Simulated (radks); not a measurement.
Values are calculated unless marked as measured or tabulated.
The neon ion Ne+, configuration 1s1 2s2 2p5 3p1 (not the ground configuration).

Code: a radial shooting solver on a logarithmic mesh with Libxc functionals. Model: scalar-relativistic Kohn-Sham, PBE, spin-polarised, spherical densities, point nucleus; open shells are filled with parallel spins first.

Energy parts (hartree):
total: -95.73414
kinetic: 95.67111
electron-nucleus: -229.27723
Hartree: 47.64320
exchange-correlation: -9.77123

Orbitals (lengths in bohr, moments of r in powers of bohr; r(max) is where P^2 peaks):
orbital	occ.	eigenvalue (hartree)	<r^2>	<r^4>	r(max)	<1/r>
1s up	1	-35.55388	0.03117	0.002499	0.1001	9.920
1s down	0	-33.57305	0.03264	0.002764	0.1014	9.752
2s up	1	-2.81092	0.7352	1.016	0.6213	1.871
2s down	1	-2.65050	0.7721	1.124	0.6354	1.835
2p up	3	-1.98724	0.6876	1.086	0.5221	1.811
2p down	2	-1.83378	0.7395	1.256	0.5392	1.746
3p up	1	-0.29740	13.87	315.9	2.981	0.3772

The highest occupied level is 3p up at -8.093 eV. The configuration is held as typed, so some empty levels lie below it. Summed over all electrons, <r^2> = 18.96 bohr^2, which gives a Langevin (diamagnetic) susceptibility term of -15 x 10^-6 cm^3/mol. Spin moment in Bohr magnetons: 3. The density falls to 0.001 e/bohr^3 at r = 4.17 bohr.
